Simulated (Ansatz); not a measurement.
Reaction (atomization): `[OH][GeH2][OH]` → Ge• + 4 H• + 2 O•

Isolated molecules relaxed with PBE0-D4/def2-TZVP in Ansatz; ΔE leaves out vibrations. CCSD(T)/CBS is the MP2 limit (def2-TZVPP, def2-QZVPP) plus CCSD(T) − MP2 in def2-TZVPP, frozen cores. This one scheme is used for every species, atoms too. Functionals use def2-TZVPP. B3LYP here is the variant with VWN-RPA as its local correlation; programs differ in this. HSE06 is defined as in plane-wave codes. No spin–orbit coupling; open shells (•) take unrestricted orbitals. Spin–orbit coupling would lower the free atoms: a little for O; clearly for Ge. For Ge outer-core shells are correlated without core-valence functions, so the limit isn't a true one: a few kJ/mol of doubt a bond, and 10 to 20 or more in all where bonds break to atoms. Scalar relativity is left out up to krypton. One conformer a species, not always the lowest.

| level | ΔE (kcal/mol) | difference from CCSD(T)/CBS |
| --- | --- | --- |
| LDA (SPW92) | 631.2 | 80.3 |
| B2PLYP | 538.7 | -12.2 |
| PBE | 546.5 | -4.4 |
| BLYP | 536.8 | -14.1 |
| PBE0 | 532.6 | -18.3 |
| B3LYP | 536.3 | -14.6 |
| HSE06 | 533.1 | -17.8 |
| HF/def2-QZVPP | 370.5 | -180.4 |
| MP2/def2-QZVPP | 555.2 | 4.3 |
| MP2/CBS(def2) | 561.1 | 10.2 |
| CCSD(T)/CBS | 550.9 | 0 |

Largest T1 diagnostic among the species: 0.012.

In def2-TZVPP, CCSD(T) changes the Hartree–Fock value by +166.6 kcal/mol (the triples alone add +8.9 kcal/mol) and MP2 by +176.9 kcal/mol; breaking electron pairs costs correlation energy, which Hartree–Fock lacks. The D4 term adds +3.6 kcal/mol with B3LYP and +1.8 kcal/mol with PBE0; it sums over pairs of atoms, weighted by their polarisabilities, and B3LYP, whose exchange is more repulsive, gets the larger term.

For atomizations the MP2-based limit and the directly extrapolated one differ by several kJ/mol either way, and by 10 to 25 for some Ge, Se and Sn compounds, so smaller differences from it don't rank the levels.
